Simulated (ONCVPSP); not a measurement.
**Cutoff test, B (Z = 5), ONCV**

boron (B), optimised norm-conserving Vanderbilt (ONCV), made with ONCVPSP 4.0.1 (LDA (Perdew-Wang 92), scalar-relativistic). Core [He], reference 2s1 (charge +2). Waves: 2s: rc 1.35 bohr, ncon 5, nbas 9, qcut 5.8 1/bohr, 3 projectors, debl 2.4 Ha; p scattering state at 0.22 Ha: rc 1.40 bohr, ncon 4, nbas 7, qcut 5.7 1/bohr, 1 projector. Local part: polynomial inside 1.30 bohr (lpopt 5, dvloc0 0 Ha). Core correction: none.

In the p channel the program set the typed energies aside and used 0.050 Ha.

Q: For each optimised wave give the share of its norm inside rc, the residual kinetic energy above qcut (Ha) and the cutoffs (Ha) for errors of 10, 1, 0.1 and 0.01 mHa per electron.

A:

| wave | norm inside rc | residual KE | 10 mHa | 1 mHa | 0.1 mHa | 0.01 mHa |
| --- | --- | --- | --- | --- | --- | --- |
| 2s | 0.360 | 1.9e-04 | 8.8 | 13.7 | 19.1 | 78.8 |
| s projector 2 | 0.070 | 4.3e-04 | 9.2 | 14.3 | 84.9 | 155.8 |
| s projector 3 | 0.046 | 3.4e-03 | 13.6 | 24.2 | 168.9 | 206.5 |
| p projector 1 | 0.149 | 2.3e-03 | 12.4 | 20.8 | 67.8 | 80.5 |

The occupied waves need 14 Ha and 19 Ha for 1 and 0.1 mHa. Note: ghosts flagged at negative energy: s at -133.0 eV; no localised positive-energy state flagged. A true bound ghost makes a file unfit for plane-wave use.
